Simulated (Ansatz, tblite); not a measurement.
Removing and adding an electron: the cluster Li7H7 (the lowest singlet isomer of a short search). Total charge 0; singlet. Geometry: PBE-D4/def2-TZVP. Ansatz, gas phase; energy differences of separate SCF runs; the oxidised species was run as a doublet alone; the reduced species was run as a doublet alone.

```xyz
14

Li    1.247   -2.043   -0.070
Li   -1.721    1.203   -0.500
Li    1.615   -0.049    1.409
Li    1.326    0.819   -0.882
Li   -0.992   -0.965   -1.651
Li   -1.126   -1.625    0.709
Li   -0.053    2.653    1.099
H     2.243   -0.592   -0.234
H    -2.142   -0.539   -0.286
H     0.470   -1.417    1.554
H    -1.604    2.618    0.497
H     1.288    1.612    0.856
H    -0.287   -2.361   -0.837
H    -0.264    0.686   -1.663
```

The xTB rows come from tblite. The structure comes from a short search, and lower isomers may exist.

| level | −HOMO (eV) | vertical IE (eV) | −LUMO (eV) | vertical EA (eV) | HOMO–LUMO gap (eV) | IE − EA (eV) | remarks |
| --- | --- | --- | --- | --- | --- | --- | --- |
| GFN1-xTB | 11.90 | 14.02 | 7.45 | 5.62 | 4.45 | 8.39 | – |
| PBE-D4/def2-TZVPD | 5.08 | – | 1.28 | 0.23 | 3.80 | – | HOMO above zero (-1 doublet) |
| r2SCAN-D4/def2-TZVPD | 5.30 | – | 0.77 | 0.00 | 4.53 | – | HOMO above zero (-1 doublet) |
| PBE0-D4/def2-TZVP | 6.31 | 8.05 | 0.69 | – | 5.63 | – | – |
| PBE0-D4/def2-TZVPD | 6.24 | – | 0.73 | 0.09 | 5.52 | – | HOMO above zero (-1 doublet) |

Relaxing the reduced species (PBE-D4/def2-TZVPD) changes its energy by -0.29 eV at PBE-D4/def2-TZVPD, so the adiabatic electron affinity to this nearest minimum is 0.51 eV. At PBE0-D4/def2-TZVPD it is 0.44 eV. The highest occupied level of the relaxed charge -1 doublet lies above zero (up to 0.87 eV). By energy differences its removal costs 0.51 eV (each at its own geometry, to the charge 0 singlet, at PBE-D4/def2-TZVPD); the vertical value is larger still, so the positive level points to self-interaction error.  Run but left out: PBE-D4/def2-TZVP, r2SCAN-D4/def2-TZVP (charge +1 doublet: an occupied level 0.08 to 0.13 eV above an empty one).   A HOMO above zero means that the electron is unbound at that level or that self-interaction error raises the level; the energy of removing that electron tells which. Raw xTB energy differences between charge states are shifted by several eV; the methods need an empirical correction for them. A negative affinity means that the extra electron isn't bound; its size then hangs on the basis.
